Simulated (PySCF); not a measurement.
CClF₂NOSi, SMILES O=C=N[Si](F)(F)Cl.

The structure is a stationary point at B3LYP-D3(BJ)/def2-SVP. Other conformers were not sampled.

Level of theory: PBE0/def2-TZVP (PySCF).

```
Item                                                                                                           Result
---------------------------------------------------------------------------------------------  ----------------------
total energy                                                                                      -1117.24424 hartree
point group                                                                                                        Cs
highest occupied level                                                                                       -9.65 eV
lowest empty level                                                                                           -0.23 eV
orbital gap                                                                                                   9.42 eV
dipole moment                                                                                                  0.59 D
quadrupole, principal values (traceless, Buckingham form, about the centre of nuclear charge)   -5.68, 1.35, 4.33 D·Å
mean static polarisability                                                                       51.3 bohr³ (7.60 Å³)
polarisability, principal values                                                               36.9, 44.9, 72.1 bohr³
```
